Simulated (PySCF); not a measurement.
Sn(F)(Cl)2(OH) (Cl₂FHOSn), SMILES [OH][Sn]([F])([Cl])[Cl].

Geometry: B3LYP-D3(BJ)/def2-SVP. The def2 effective core potentials stand for the cores of Sn; spin–orbit coupling is left out. Other conformers were not sampled.

Method: TDDFT-PBE0/def2-SVPD (PySCF 2.14.0).

Vertical excitations.  State labels are in the subgroup Cs.

```json
[
 {"state": "S1", "symmetry": "A\"", "energy (eV)": "4.87", "λ (nm)": "255", "f": "0.001", "main pairs": "HOMO→LUMO 95 %"},
 {"state": "S2", "symmetry": "A\"", "energy (eV)": "5.06", "λ (nm)": "245", "f": "0.010", "main pairs": "HOMO−1→LUMO 93 %"},
 {"state": "S3", "symmetry": "A\"", "energy (eV)": "5.27", "λ (nm)": "235", "f": "0.045", "main pairs": "HOMO−3→LUMO 89 %"},
 {"state": "S4", "symmetry": "A'", "energy (eV)": "5.29", "λ (nm)": "234", "f": "0.027", "main pairs": "HOMO−2→LUMO 91 %"},
 {"state": "S5", "symmetry": "A'", "energy (eV)": "5.34", "λ (nm)": "232", "f": "0.023", "main pairs": "HOMO−4→LUMO 94 %"},
 {"state": "S6", "symmetry": "A'", "energy (eV)": "6.30", "λ (nm)": "197", "f": "0.080", "main pairs": "HOMO−5→LUMO 89 %"},
 {"state": "S7", "symmetry": "A\"", "energy (eV)": "6.64", "λ (nm)": "187", "f": "0.109", "main pairs": "HOMO−6→LUMO 79 %, HOMO−8→LUMO 15 %"},
 {"state": "S8", "symmetry": "A'", "energy (eV)": "7.09", "λ (nm)": "175", "f": "0.015", "main pairs": "HOMO−7→LUMO 83 %"},
 {"state": "S9", "symmetry": "A\"", "energy (eV)": "7.57", "λ (nm)": "164", "f": "0.087", "main pairs": "HOMO−8→LUMO 72 %"},
 {"state": "S10", "symmetry": "A'", "energy (eV)": "7.90", "λ (nm)": "157", "f": "0.079", "main pairs": "HOMO−9→LUMO 73 %"},
 {"state": "T1", "symmetry": "A\"", "energy (eV)": "4.46", "λ (nm)": "278", "f": "0", "main pairs": "HOMO→LUMO 83 %"},
 {"state": "T2", "symmetry": "A\"", "energy (eV)": "4.60", "λ (nm)": "269", "f": "0", "main pairs": "HOMO−1→LUMO 78 %, HOMO→LUMO 12 %"},
 {"state": "T3", "symmetry": "A'", "energy (eV)": "4.75", "λ (nm)": "261", "f": "0", "main pairs": "HOMO−2→LUMO 95 %"},
 {"state": "T4", "symmetry": "A\"", "energy (eV)": "4.77", "λ (nm)": "260", "f": "0", "main pairs": "HOMO−3→LUMO 83 %"}
]
```
Triplets are in the Tamm–Dancoff approximation, which puts them higher than full response would, so one can lie above its singlet here.
